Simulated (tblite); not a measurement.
Species: C₅H₁₄P₂.
Z-matrix (Å and degrees, GFN2-xTB geometry), rows numbered from 1:
```
C 
P   1  1.8395
C   2  1.8543  1   99.96
C   3  1.5239  2  107.43  1   -74.36
P   4  1.8547  3  107.60  2   -23.56
C   5  1.8547  4   98.15  3  -174.44
C   5  1.8399  4   99.66  3   -74.48
H   1  1.0892  2  111.14  3   -43.29
H   1  1.0896  2  108.75  3    78.04
H   1  1.0887  2  108.58  3  -163.85
H   2  1.4113  1   94.97  3    95.79
H   3  1.0938  2  111.15  1    49.05
H   3  1.0939  2  107.18  1   166.73
H   4  1.0943  3  112.53  2  -146.58
H   4  1.0944  3  110.52  2    92.89
H   6  1.0887  5  108.86  4   171.11
H   6  1.0889  5  109.12  4   -70.86
H   6  1.0893  5  111.73  4    50.30
H   7  1.0885  5  108.99  4    74.99
H   7  1.0899  5  110.98  4   -46.50
H   7  1.0889  5  108.61  4  -166.89
```

All values are computed: GFN2-xTB (tblite) harmonic vibrations without scaling, gas phase. Errors from tens to a few hundred cm⁻¹ against measured bands are possible. Modes of hydrogen on phosphorus can be 10 to 20 % off. One conformer, not necessarily the lowest.

Harmonic wavenumbers (cm⁻¹): 88.2, 96.5, 142.9, 154.1, 169.7, 183.1, 198.5, 229.1, 262.3, 279.6, 310.0, 405.6, 676.1, 686.0, 717.4, 734.5, 747.4, 752.4, 757.4, 799.6, 816.9, 849.6, 857.1, 897.6, 915.4, 929.7, 983.8, 1050.7, 1060.4, 1150.5, 1234.0, 1236.1, 1310.6, 1311.7, 1323.8, 1429.9, 1433.3, 1437.5, 1445.6, 1446.6, 1451.6, 1459.2, 1460.9, 2178.0, 2914.9, 2926.0, 2941.2, 2947.6, 2976.6, 2984.9, 2986.7, 2995.5, 3003.3, 3007.8, 3008.5, 3009.0, 3010.6.

A = 2811, B = 1131, C = 1073 MHz; mass 136.057 u (most abundant isotopes); point group C1, symmetry number 1.

Task: Zero-point energy?

Result: ½Σν̃ = 38387 cm⁻¹ = 459.21 kJ/mol.

Task: Entropy at 298.15 K, 1 bar (ideal gas, RRHO, classical rotation)?

Result: Translation 170.13, rotation 121.06, vibration 127.73: S = 418.9 J/(mol K).

Task: And Cp and H(298.15 K) − H(0)?

Result: Cp = 174.69 J/(mol K), of which vibrations give 141.43 (their classical limit is 57 R = 473.9); H(298.15 K) − H(0) = 31.14 kJ/mol without the zero-point energy, 21.23 from vibrations.

Task: Blend soft modes into free rotors: weight 1/[1 + (100 cm⁻¹/ν̃)⁴] for the oscillator and the rest for a rotor with moment μB/(μ + B), μ = h/(8π²ν), B = 10⁻⁴⁴ kg m². What vibrational entropy results?

Result: 124.14 J/(mol K) in place of 127.73, which changes −T·S at 298.15 K by +1.07 kJ/mol.

Task: What must be added to the electronic energy to get the Gibbs energy at 298.15 K and 1 bar?

Result: ZPE + [H(298.15 K) − H(0)] − T·S = 459.21 + 31.14 − 124.90 = 365.45 kJ/mol.

Task: Which modes carry the vibrational entropy at 298.15 K?

Result: 88.2 cm⁻¹: 15.48; 96.5 cm⁻¹: 14.74; 142.9 cm⁻¹: 11.57; 154.1 cm⁻¹: 10.97; 169.7 cm⁻¹: 10.20; 183.1 cm⁻¹: 9.61 J/(mol K); the other 51 give 55.16 together.

Hindered rotation and anharmonicity are outside this model. Other conformers, if any are populated, would add a mixing term that is left out. The structure is chiral; the term R ln 2 for an equal mix with its mirror image is left out.

Time: 0.73 s. Hardware: one thread, Arm Neoverse V2 (aarch64), no GPU, shared host with 96 logical CPUs at a one-minute load of 30. This covers the Hessian and the dipole derivatives.
